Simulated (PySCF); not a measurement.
C14H8S2, SMILES c1ccc2c3sc4ccccc4c3sc2c1, GFN2-xTB optimised geometry.

```
24

C      2.96     3.30     0.00
C      1.68     3.85     0.00
C      0.56     3.05     0.00
C      0.71     1.67     0.00
C      2.01     1.12     0.00
C      3.13     1.93     0.00
S      2.00    -0.64     0.00
C      0.26    -0.64     0.00
C     -0.71    -1.67     0.00
C     -0.56    -3.05     0.00
C     -1.68    -3.85     0.00
C     -2.96    -3.30     0.00
C     -3.13    -1.93     0.00
C     -2.01    -1.12     0.00
S     -2.00     0.64     0.00
C     -0.26     0.64     0.00
H      3.82     3.94     0.00
H      1.57     4.93     0.00
H     -0.44     3.48     0.00
H      4.12     1.49     0.00
H      0.44    -3.48     0.00
H     -1.57    -4.93     0.00
H     -3.82    -3.94     0.00
H     -4.12    -1.49     0.00
```

Density from CAM-B3LYP/def2-SVP (PySCF 2.14.0) at that geometry.

Minimum of the electron density along straight lines between bonded atoms, close to the bond critical point (lines longer than 1.1 times the sum of covalent radii, or with two minima, are not listed):

| bond | length / Å | ρ at the minimum / e bohr⁻³ | ∇²ρ there / e bohr⁻⁵ | position (fraction from the first atom) |
|---|---|---|---|---|
| C1–C2 | 1.394 | 0.309 | -0.80 | 0.50 |
| C2–C3 | 1.377 | 0.318 | -0.83 | 0.50 |
| C3–C4 | 1.394 | 0.308 | -0.79 | 0.49 |
| C4–C5 | 1.411 | 0.301 | -0.75 | 0.49 |
| C1–C6 | 1.381 | 0.315 | -0.81 | 0.50 |
| C5–C6 | 1.385 | 0.312 | -0.81 | 0.51 |
| C5–S7 | 1.752 | 0.206 | -0.44 | 0.47 |
| S7–C8 | 1.738 | 0.209 | -0.46 | 0.52 |
| C8–C9 | 1.421 | 0.292 | -0.72 | 0.51 |
| C9–C10 | 1.394 | 0.308 | -0.79 | 0.51 |
| C10–C11 | 1.377 | 0.318 | -0.83 | 0.50 |
| C11–C12 | 1.394 | 0.309 | -0.80 | 0.50 |
| C12–C13 | 1.381 | 0.315 | -0.81 | 0.50 |
| C9–C14 | 1.411 | 0.301 | -0.75 | 0.49 |
| C13–C14 | 1.385 | 0.312 | -0.81 | 0.49 |
| C14–S15 | 1.752 | 0.206 | -0.44 | 0.47 |
| C4–C16 | 1.421 | 0.292 | -0.72 | 0.49 |
| C8–C16 | 1.377 | 0.319 | -0.79 | 0.50 |
| S15–C16 | 1.738 | 0.209 | -0.46 | 0.52 |
| C1–H17 | 1.079 | 0.284 | -1.09 | 0.63 |
| C2–H18 | 1.080 | 0.284 | -1.09 | 0.63 |
| C3–H19 | 1.080 | 0.284 | -1.10 | 0.64 |
| C6–H20 | 1.079 | 0.284 | -1.10 | 0.64 |
| C10–H21 | 1.080 | 0.284 | -1.10 | 0.64 |
| C11–H22 | 1.080 | 0.284 | -1.09 | 0.63 |
| C12–H23 | 1.079 | 0.284 | -1.09 | 0.63 |
| C13–H24 | 1.079 | 0.284 | -1.10 | 0.64 |
